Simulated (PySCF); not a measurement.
A structure optimised at PBE-D3(BJ)/def2-TZVP, used in a PySCF frequency run:

```xyz
3

Al     0.0000     0.0000    -0.0653
O      0.0000     0.0000    -1.6786
F      0.0000     0.0000     1.5864
```

### Question
Write its SMILES, formula and point group.

### Answer
[O]=[Al][F], AlFO, C∞v

### Question
What are its rotational constants (standard atomic weights)?

### Answer
5.4360 GHz (linear rotor, B only)
